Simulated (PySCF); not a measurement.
Vertical excitations of a molecule C2H4ClNOSi from TDA-B3LYP/def2-SVPD (PySCF), as energy in eV (oscillator strength): 4.27 (0.002), 5.77 (0.000), 6.17 (0.084), 6.81 (0.014), 6.95 (0.011), 7.03 (0.006), 7.05 (0.099), 7.16 (0.006), 7.24 (0.007), 7.51 (0.117). Lowest triplet (TDA): 3.37 eV. Geometry optimised at B3LYP-D3(BJ)/def2-SVP. Other conformers were not sampled.

Which molecule gave these data?
A. C[Si@@H](Cl)OC#N
B. O[Si@@]1(Cl)C=NC1
C. CC1=N[Si@@H](Cl)O1
D. Cl[Si@H]1CN=CO1

B, O[Si@@]1(Cl)C=NC1
